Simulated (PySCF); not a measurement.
## How methods differ on the ionisation energy of Sc(6+)

Sc(6+) [Ne] 3s2 3p3 (4S) → Sc(7+) [Ne] 3s2 3p2 (3P), as a difference of total energies. Computed with PySCF 2.14 in an even-tempered Gaussian basis (19 s from 0.25 bohr⁻², ratio 2.5; 12 p from 0.33 bohr⁻², ratio 2.5; 5 d from 2.3 bohr⁻², ratio 2.7; 5 f from 3.5 bohr⁻², ratio 2.7), with the spin-free X2C one-electron Hamiltonian (Gaussian nucleus). Correlated levels: outer shells: 1s2 frozen; virtual orbitals above 40 to 60 times the deepest correlated orbital energy dropped. The calculations carry no spin-orbit coupling.

```json
{"method": "UHF", "ionisation energy (eV)": "136.23"}
{"method": "MP2 (outer shells)", "ionisation energy (eV)": "136.82"}
{"method": "SCS-MP2 (outer shells)", "ionisation energy (eV)": "136.61"}
{"method": "CCSD (outer shells)", "ionisation energy (eV)": "136.69"}
{"method": "CCSD(T) (outer shells)", "ionisation energy (eV)": "136.69"}
```

Task: How much does correlation contribute at CCSD(T) (outer shells)?

Result: 136.69 − (136.23) = 0.46 eV, measured against UHF.

A first-order spin-orbit estimate (lowest level to lowest level, LS coupling) adds -0.422 eV.

For comparison: 137.99 ± 0.25 eV (semi-empirical (NIST evaluation); NIST Atomic Spectra Database, ionization energies).
